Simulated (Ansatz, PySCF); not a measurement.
Reaction (SMILES): O=CC(F)(F)F + 6 [H][H] (H2) -> 2 C (CH4) + 3 F (HF) + O (H2O)
Geometries: B3LYP-D3(BJ)/def2-TZVP minima from Ansatz (a program for electronic structure), one conformer each, not searched for the lowest. Frequencies are from Ansatz or PySCF.

Quantity: energy of full hydrogenation (enthalpy at 298 K, with B3LYP-D3(BJ) rigid-rotor harmonic-oscillator terms), in kJ/mol. Valence correlation only, unless marked. No spin-orbit coupling. Non-relativistic. Basis-set limits of correlation are two-point, X^-3; Hartree-Fock from the larger set. [CCSD(T)-MP2]/basis is that difference in the basis named.

| level | program | energy of full hydrogenation (kJ/mol) |
|---|---|---|
| HF/cc-pVQZ | Ansatz | -435.6 |

### Question
What does RI-MP2/CBS(aug-cc-pVTZ,aug-cc-pVQZ)+[CCSD(T)-MP2]/aug-cc-pVTZ (Ansatz) give?

### Answer
-438.2 kJ/mol, so HF/cc-pVQZ differs from it by 2.6 kJ/mol.
